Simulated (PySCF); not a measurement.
C8H15NSi2.
Numbering: `[CH3:1][N:2]([CH3:3])[SiH2:4][c:5]1[cH:6][cH:7][c:8]([SiH3:9])[cH:10][cH:11]1`

Definitions: NICS(0) = −σiso at the ring centroid; NICS(1) = −σiso and NICS(1)zz = −σzz at ±1 Å along the ring normal z. Level: GIAO PBE/pcSseg-1 (PySCF, non-relativistic, gas phase) on the PBE0-D3(BJ)/def2-SVP geometry, one conformer.

Ring bond lengths (Å): C5–C6 1.403, C6–C7 1.392, C7–C8 1.404, C8–C10 1.402, C10–C11 1.394, C11–C5 1.401.

**Question.** What do the NICS probes read (ppm)?

**Answer.** 
| ring | type | NICS(0) | NICS(1), two faces | NICS(1)zz, two faces | rms pucker (Å) | centre to ring atoms, mean (Å) |
| --- | --- | --- | --- | --- | --- | --- |
| C5–C6–C7–C8–C10–C11 | 6-membered carbocycle; formal bonds all aromatic | -6.7 | -10.4 / -10.6 | -26.5 / -26.6 | 0.00 | 1.40 |

**Question.** What can be read from them?

**Answer.** 
- C5–C6–C7–C8–C10–C11: mean NICS(1)zz -26.6 ppm, shielded. The ring is flat and has no four-coordinate atom; by the NICS criterion it is aromatic.

**Question.** How equal are the bonds by HOMA? HOMA = 1 − mean of α(R − Ropt)² over the ring bonds, with Krygowski's 1993 parameters (CC: Ropt 1.388 Å, α 257.7 Å⁻²).

**Answer.** 
- C5–C6–C7–C8–C10–C11: HOMA 0.96 = 1 − EN − GEO, with mean bond length 1.399 Å, EN = α(Ropt − mean)² = 0.034 and GEO = α × variance = 0.006. The geometric and the magnetic index point the same way.

**Question.** At the first NICS(1) probe listed for ring C5–C6–C7–C8–C10–C11, 1 Å off the ring, how large is the induced field along the normal in 9.4 T applied along it?

**Answer.** NICSzz × B0 = -26.5 ppm × 9.4 T = -249 μT, against the applied field.

**Question.** Give the inner angles of the rings.

**Answer.** 
- C5–C6–C7–C8–C10–C11: C5 118.1°, C6 120.9°, C7 121.0°, C8 118.1°, C10 120.9°, C11 121.0°; sum 720.0° against 720° for a flat convex ring.

**Question.** How shielded are the nuclei of the rings and their hydrogens (means over atoms taken as equivalent)?

**Answer.** 
```csv
atoms,environment,σ isotropic (ppm),"principal values of the symmetric part, first atom (ppm)"
C5,substituted aromatic carbon,41.3,"-49.0, -9.6, 182.5"
C6 (×2),aromatic CH carbon,41.8,"-72.5, 28.9, 169.4"
C7 (×2),aromatic CH carbon,41.4,"-72.2, 34.7, 161.7"
C8,substituted aromatic carbon,45.8,"-48.1, 2.8, 182.7"
H on C6 (×2),aromatic hydrogen,23.52,"19.6, 21.5, 29.3"
H on C7 (×2),aromatic hydrogen,23.57,"19.6, 22.5, 28.6"
```

**Question.** How do the values depend on the level or the medium?

**Answer.** 
```csv
level,"NICS(0), C5–C6–C7–C8–C10–C11","mean NICS(1)zz, C5–C6–C7–C8–C10–C11"
"PBE/pcSseg-1, gas",-6.7,-26.6
"PBE0/pcSseg-1, gas",-7.2,-27.7
```

The geometry is the same throughout.

Shape of the structure used: `[CH3:1][N:2]([CH3:3])[SiH2:4][c:5]1[cH:6][cH:7][c:8]([SiH3:9])[cH:10][cH:11]1`: C1–N2–Si4–C5 -149°, N2–Si4–C5–C6 40°.
